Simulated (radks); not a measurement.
Values are calculated unless marked as measured or tabulated.
Spherical quantum dot in the effective-mass picture: electrons in a hard-walled sphere of radius 4.06, all in effective atomic units (hartree* = m*/eps^2 hartree, bohr* = eps/m* bohr), one dielectric constant everywhere. Level of theory: non-relativistic Kohn-Sham, LDA (Slater exchange, Perdew-Wang correlation), spin-polarised, spherical densities (a radial shooting solver with Libxc functionals). Levels are named by radial order and angular momentum (1s, 1p, 1d, 2s, ...), and open shells are averaged over m. Each electron was tried in the lowest free levels, single moves between levels near the top were tried too, and the lowest total energy was kept; such a search can miss a lower state. At N = 1 the Hartree and exchange-correlation terms need not cancel, so that row can carry a self-interaction error.

\begin{tabular}{lrrrrrrr}
N & open shells & 2S & E (hartree*) & mu = E(N) - E(N-1) (hartree*) & addition energy mu(N+1) - mu(N) (hartree*) & e(HOMO) (hartree*) & rms radius (bohr*) \\ \hline
1 & 1s(up 1, down 0) & 1 & 0.309251 & 0.30925 & 0.3812 & 0.46058 & 2.182 \\
2 & none & 0 & 0.999726 & 0.69048 & 0.5768 & 0.84593 & 2.283 \\
3 & 1p(up 1, down 0) & 1 & 2.26699 & 1.2673 & 0.3049 & 1.4180 & 2.428 \\
4 & 1p(up 2, down 0) & 2 & 3.83920 & 1.5722 & 0.3113 & 1.7273 & 2.511 \\
5 & 1p(up 3, down 0) & 3 & 5.72272 & 1.8835 & 0.3904 & 2.0400 & 2.568 \\
6 & 1p(up 3, down 1) & 2 & 7.99663 & 2.2739 & 0.2986 & 2.4220 & 2.614 \\
7 & 1p(up 3, down 2) & 1 & 10.5692 & 2.5725 & 0.3035 & 2.7238 & 2.651 \\
8 & none & 0 & 13.4453 & 2.8761 & 0.6182 & 3.0286 & 2.683 \\
9 & 1d(up 1, down 0) & 1 & 16.9395 & 3.4942 & 0.2955 & 3.6418 & 2.721 \\
10 & 1d(up 2, down 0) & 2 & 20.7293 & 3.7898 & 0.2967 & 3.9380 & 2.753 \\
11 & 1d(up 3, down 0) & 3 & 24.8158 & 4.0865 & 0.2973 & 4.2351 & 2.780 \\
12 & 1d(up 4, down 0) & 4 & 29.1996 & 4.3838 & 0.2976 & 4.5326 & 2.805 \\
13 & 1d(up 5, down 0) & 5 & 33.8811 & 4.6815 & 0.3733 & 4.8303 & 2.826 \\
14 & 1d(up 5, down 1) & 4 & 38.9358 & 5.0547 & 0.2909 & 5.2000 & 2.845 \\
15 & 1d(up 5, down 2) & 3 & 44.2815 & 5.3457 & 0.2921 & 5.4916 & 2.863 \\
16 & 1d(up 5, down 3) & 2 & 49.9193 & 5.6378 & 0.2928 & 5.7841 & 2.879 \\
17 & 1d(up 5, down 4) & 1 & 55.8499 & 5.9306 & 0.2932 & 6.0772 & 2.894 \\
18 & none & 0 & 62.0737 & 6.2238 & 0.6708 & 6.3705 & 2.908 \\
19 & 1f(up 1, down 0) & 1 & 68.9683 & 6.8946 & 0.2884 & 7.0387 & 2.923 \\
20 & 1f(up 2, down 0) & 2 & 76.1513 & 7.1830 & 0.2886 & 7.3272 & 2.938 \\
21 & 1f(up 3, down 0) & 3 & 83.6229 & 7.4716 & 0.2888 & 7.6160 & 2.951 \\
22 & 1f(up 4, down 0) & 4 & 91.3833 & 7.7604 & 0.2889 & 7.9049 & 2.964 \\
23 & 1f(up 5, down 0) & 5 & 99.4326 & 8.0493 & 0.2890 & 8.1938 & 2.975 \\
24 & 1f(up 6, down 0) & 6 & 107.771 & 8.3383 & 0.2890 & 8.4828 & 2.986 \\
25 & 1f(up 7, down 0) & 7 & 116.398 & 8.6273 & 0.3618 & 8.7717 & 2.997 \\
26 & 1f(up 7, down 1) & 6 & 125.387 & 8.9891 & - & 9.1317 & 3.006 \\
\end{tabular}

All shells are closed at N = 2, 8, 18 (there: 1s2 1p6 1d10); the second difference of the energy has clear peaks (12 % above both neighbours; the first and last values, which can be the largest, are not judged, and half-filled shells can peak too) at N = 2, 5, 8, 13, 18.
